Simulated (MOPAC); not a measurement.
Input for MOPAC: PM3 on GeAs, 2S+1 = 2, a spin state set in the input, which need not be the lowest, a point of a bond scan (R = 2.311 Å).

```
PM3 1SCF PRECISE CHARGE=0 UHF MS=0.5 THREADS=1
AsGe

Ge     0.00000000 1     0.00000000 1     0.00000000 1
As     0.00000000 1     0.00000000 1     2.31098300 1
```

Output:

```
*******************************************************************************
 **                                                                           **
 **                              MOPAC v23.2.5                                **
 **                                                                           **
 *******************************************************************************
 ** MOPAC's Digital Object Identifier: https://doi.org/10.5281/zenodo.6511958 **
 **                                                                           **
 ** Please cite the open-source release paper for use of this MOPAC version:  **
 ** J. E. Moussa and J. J. P. Stewart (2026)                                  **
 ** MOPAC: An open-source semiempirical molecular orbital program             **
 ** J. Open Source Softw., 11(119), 8025, https://doi.org/10.21105/joss.08025 **
 *******************************************************************************

                              PM3 CALCULATION RESULTS

 *******************************************************************************
 *  PM3        - The PM3 Hamiltonian to be used
 *  UHF        - UNRESTRICTED HARTREE-FOCK CALCULATION
 *
 *
 *
 *                 CHARGE ON SYSTEM = 0
 *
 *
 *
 *  MS=        - IN MECI, MAGNETIC COMPONENT OF SPIN =  0.5
 *  PRECISE    - TIGHTER CRITERIA TO BE USED
 *  1SCF       - DO 1 SCF AND THEN STOP
 *  THREADS=1  - MULTI-THREADING NOT USED
 *  T=         - A TIME OF 172800.0 SECONDS REQUESTED
 *  DUMP=N     - RESTART FILE WRITTEN EVERY 7200.0 SECONDS REQUESTED
 *******************************************************************************
PM3 1SCF PRECISE CHARGE=0 UHF MS=0.5 THREADS=1
 AsGe

   ATOM   CHEMICAL          X               Y               Z
  NUMBER   SYMBOL      (ANGSTROMS)     (ANGSTROMS)     (ANGSTROMS)

     1      Ge          0.00000000  *   0.00000000  *   0.00000000  *
     2      As          0.00000000  *   0.00000000  *   2.31098300  *



          CARTESIAN COORDINATES

    NO.       ATOM           X           Y           Z

     1        Ge          0.0000      0.0000      0.0000
     2        As          0.0000      0.0000      2.3110

 Ge: (PM3): J. J. P. STEWART, J. COMP. CHEM. 12, 320-341 (1991).
 As: (PM3): J. J. P. STEWART, J. COMP. CHEM. 12, 320-341 (1991).

           Empirical Formula: Ge As  =     2 atoms



      MOLECULAR POINT GROUP   :   C*v


          UHF CALCULATION, NO. OF ALPHA ELECTRONS =    5
                           NO. OF BETA  ELECTRONS =    4

 -------------------------------------------------------------------------------
 PM3 1SCF PRECISE CHARGE=0 UHF MS=0.5 THREADS=1
 AsGe



     1SCF WAS SPECIFIED, SO BFGS WAS NOT USED
     SCF FIELD WAS ACHIEVED


                              PM3 CALCULATION
                                                       MOPAC v23.2.5 Linux




          FINAL HEAT OF FORMATION =         81.85053 KCAL/MOL =     342.46263 KJ/MOL


          COSMO AREA              =        102.56 SQUARE ANGSTROMS
          COSMO VOLUME            =         91.51 CUBIC ANGSTROMS

          IONIZATION POTENTIAL    =          9.660095 EV
          ALPHA SOMO LUMO (EV)    =        -10.262 -1.335
          BETA  SOMO LUMO (EV)    =         -9.660 -1.902
          NO. OF ALPHA ELECTRONS  =          5
          NO. OF BETA  ELECTRONS  =          4
          MOLECULAR WEIGHT        =        147.5116         POINT GROUP:  C*v

          MOLECULAR DIMENSIONS (Angstroms)

            Atom       Atom       Distance
           As     2   Ge     1     2.31098
           As     2   Ge     1     0.00000
           Ge     1   As     2     0.00000


          SCF CALCULATIONS        =          1





   ATOM   CHEMICAL          X               Y               Z
  NUMBER   SYMBOL      (ANGSTROMS)     (ANGSTROMS)     (ANGSTROMS)

     1      Ge          0.00000000  *   0.00000000  *   0.00000000  *
     2      As          0.00000000  *   0.00000000  *   2.31098300  *

                             CARTESIAN COORDINATES

   1   Ge        0.000000000     0.000000000     0.000000000
   2   As        0.000000000     0.000000000     2.310983000


           Empirical Formula: Ge As  =     2 atoms



      MOLECULAR POINT GROUP   :   C*v


          ALPHA EIGENVALUES
 -16.73768 -10.76453 -10.64308 -10.64308 -10.26211  -1.33457  -1.33457   0.06006


           BETA EIGENVALUES
 -19.50233 -10.66403  -9.66010  -9.66010  -1.90213  -1.90213  -1.26903   1.58837


              NET ATOMIC CHARGES AND DIPOLE CONTRIBUTIONS

  ATOM NO.   TYPE          CHARGE      No. of ELECS.   s-Pop       p-Pop
    1         Ge           0.127135        3.8729     0.68932     3.18354
    2         As          -0.127135        5.1271     1.96497     3.16217
 DIPOLE           X         Y         Z       TOTAL
 POINT-CHG.     0.000     0.000    -1.411     1.411
 HYBRID         0.000     0.000    -0.234     0.234
 SUM            0.000     0.000    -1.645     1.645


          ATOMIC ORBITAL ELECTRON POPULATIONS

     Atom    s        px        py        pz
    1 Ge   0.68932   1.04290   1.04290   1.09773
    2 As   1.96497   0.95710   0.95710   1.24797


                    (SZ)    =    0.500000
                    (S**2)  =    2.324532


          ATOMIC ORBITAL SPIN POPULATIONS

    Atom   Total    s     px     py     pz
         Atomic
    1 Ge  2.6186  0.362  0.879  0.879  0.498
    2 As -1.6186 -0.007 -0.879 -0.879  0.147

 **********************
 *                    *
 * JOB ENDED NORMALLY *
 *                    *
 **********************




 == MOPAC DONE ==
```

The run finished. Its determinant has ⟨S²⟩ = 2.32, a mixture of spin states.

Cost: about 0.03 core-seconds (a rough figure).
